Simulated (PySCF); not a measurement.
ZnHCl, SMILES [Cl][ZnH].

Geometry: PBE-D3(BJ)/def2-TZVP.

Level of theory: TDDFT-CAM-B3LYP/def2-TZVPD (PySCF).

Vertical excitations; the highest root listed may be one member of a degenerate set. Gas-phase values at a fixed geometry. State labels are in the subgroup C2v.

```json
[
 {"state": "S1", "symmetry": "B2", "energy (eV)": "7.01", "λ (nm)": "177", "f": "0.028", "main pairs": "HOMO→LUMO+2 (degenerate set)"},
 {"state": "S2", "symmetry": "B1", "energy (eV)": "7.01", "λ (nm)": "177", "f": "0.028", "main pairs": "HOMO−1→LUMO+2 (degenerate set)"},
 {"state": "S3", "symmetry": "A2", "energy (eV)": "7.06", "λ (nm)": "176", "f": "0.000", "main pairs": "HOMO→LUMO 45 %, HOMO−1→LUMO+1 45 %"},
 {"state": "S4", "symmetry": "A2", "energy (eV)": "7.11", "λ (nm)": "174", "f": "0.000", "main pairs": "HOMO−1→LUMO+1, HOMO→LUMO (degenerate set)"},
 {"state": "S5", "symmetry": "A1", "energy (eV)": "7.11", "λ (nm)": "174", "f": "0.000", "main pairs": "HOMO→LUMO+1, HOMO−1→LUMO (degenerate set)"},
 {"state": "S6", "symmetry": "B2", "energy (eV)": "7.45", "λ (nm)": "166", "f": "0.083", "main pairs": "HOMO−2→LUMO+1 (degenerate set)"},
 {"state": "S7", "symmetry": "B1", "energy (eV)": "7.45", "λ (nm)": "166", "f": "0.083", "main pairs": "HOMO−2→LUMO (degenerate set)"},
 {"state": "S8", "symmetry": "A1", "energy (eV)": "7.48", "λ (nm)": "166", "f": "0.000", "main pairs": "HOMO−1→LUMO 36 %, HOMO→LUMO+1 36 %, HOMO−2→LUMO+2 17 %"},
 {"state": "S9", "symmetry": "A1", "energy (eV)": "8.46", "λ (nm)": "147", "f": "0.907", "main pairs": "HOMO−2→LUMO+2 78 %"},
 {"state": "S10", "symmetry": "B2", "energy (eV)": "9.10", "λ (nm)": "136", "f": "0.198", "main pairs": "HOMO−3→LUMO+1 90 %"},
 {"state": "T1", "symmetry": "A1", "energy (eV)": "6.49", "λ (nm)": "191", "f": "0", "main pairs": "HOMO−2→LUMO+2 78 %"},
 {"state": "T2", "symmetry": "B1", "energy (eV)": "6.65", "λ (nm)": "186", "f": "0", "main pairs": "HOMO−1→LUMO+2 (degenerate set)"},
 {"state": "T3", "symmetry": "B2", "energy (eV)": "6.65", "λ (nm)": "186", "f": "0", "main pairs": "HOMO→LUMO+2 (degenerate set)"},
 {"state": "T4", "symmetry": "B1", "energy (eV)": "6.78", "λ (nm)": "183", "f": "0", "main pairs": "HOMO−2→LUMO 82 %"}
]
```
Triplets are in the Tamm–Dancoff approximation, which puts them higher than full response would, so one can lie above its singlet here.
